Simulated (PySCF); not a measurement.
## Working out the excitation energy of Be

Be [He] 2s2 (1S) → Be [He] 2s1 3s1 (3S). Computed with PySCF 2.14 in aug-cc-pVTZ-DK (5s4p3d2f, 46 functions), with the spin-free X2C one-electron Hamiltonian (Gaussian nucleus). Frozen: 1s2. Energies in hartree (1 hartree = 27.21139 eV):

| part | Be (lower) | Be (upper) |
| --- | --- | --- |
| UHF | -14.575388 | -14.379421 |
| MP2 opposite-spin | -0.028359 | 0.000000 |
| MP2 same-spin | 0.000000 | -0.001881 |

Task: What does Hartree-Fock give?

Result: (-14.379421) − (-14.575388) = 0.195967 hartree = 5.333 eV.

Task: What do MP2 and SCS-MP2 (6/5 opposite-spin, 1/3 same-spin) give?

Result: The opposite-spin parts differ by 0.772 eV and the same-spin parts by -0.051 eV. MP2: 5.333 + (0.772) + (-0.051) = 6.054 eV. SCS-MP2: 5.333 + 1.2 × (0.772) + (-0.051)/3 = 6.242 eV.

Measured between the centres of the two terms (NIST): 6.457 eV, so MP2 (valence) is off by -0.403 eV.

What remains against the reference includes basis incompleteness, the frozen core and correlation beyond second order.
